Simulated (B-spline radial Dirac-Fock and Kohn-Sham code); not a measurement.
**Binding energies of Ga**

System: atomic gallium in the configuration [Ar] 3d10 4s2 4p1; nuclear rms radius 3.9973 fm (A = 69).

Method: ΔSCF Dirac-Fock with Breit, self-energy and vacuum polarisation, finite nucleus, configuration average. Computed with an atomic code on a B-spline grid. Correlation and solid-state effects are left out. Energies are counted from the vacuum level.

All terms are in eV, carry their sign (relaxation lowers the binding energy) and add up to the binding energy; ⟨r⟩ is the mean radius of the orbital in the initial state.

| subshell | −ε (Koopmans) | relaxation | Breit | QED | binding energy | ⟨r⟩ (bohr) |
| --- | --- | --- | --- | --- | --- | --- |
| 1s | 10446.8 | -50.83 | -13.62 | -6.54 | 10375.9 | 0.049 |
| 2s | 1341.6 | -26.30 | -0.97 | -0.69 | 1313.7 | 0.217 |
| 2p1/2 | 1182.1 | -28.39 | -1.70 | 0.08 | 1152.1 | 0.188 |
| 2p3/2 | 1154.1 | -28.04 | -1.10 | 0.02 | 1125.0 | 0.192 |
| 3s | 179.1 | -7.94 | -0.09 | -0.10 | 171.0 | 0.650 |
| 3p1/2 | 125.7 | -7.75 | -0.17 | 0.01 | 117.8 | 0.673 |
| 3p3/2 | 121.8 | -7.56 | -0.09 | 0.01 | 114.2 | 0.683 |
| 3d3/2 | 32.02 | -6.78 | 0.00 | 0.01 | 25.25 | 0.788 |
| 3d5/2 | 31.49 | -6.70 | 0.03 | 0.01 | 24.82 | 0.794 |
| 4s | 11.82 | -0.65 | 0.00 | -0.01 | 11.16 | 2.448 |
| 4p | 5.64 | -0.19 | 0.00 | 0.00 | 5.44 | 3.438 |

For the deepest level, K (1s), the Breit terms make up -0.131 % of the binding energy, QED -0.063 % and orbital relaxation -0.490 %.

Spin-orbit splittings: 2p 27.10 eV, 3p 3.60 eV, 3d 0.43 eV.

Going to the tabulated ground configuration of the next ion removes an electron from N2,3 (4p), computed at 5.44 eV. NIST lists 5.999302 eV as the ionisation energy of this species (measured), +0.56 eV from the computed value. Where a p, d or f shell is open in either ion the computed value averages over both j values and all terms, while the table refers to the lowest levels; that difference holds spin-orbit splitting (largest in heavy or highly charged ions), term energies where several electrons share open shells, and correlation, and it can reach 10 % or more.
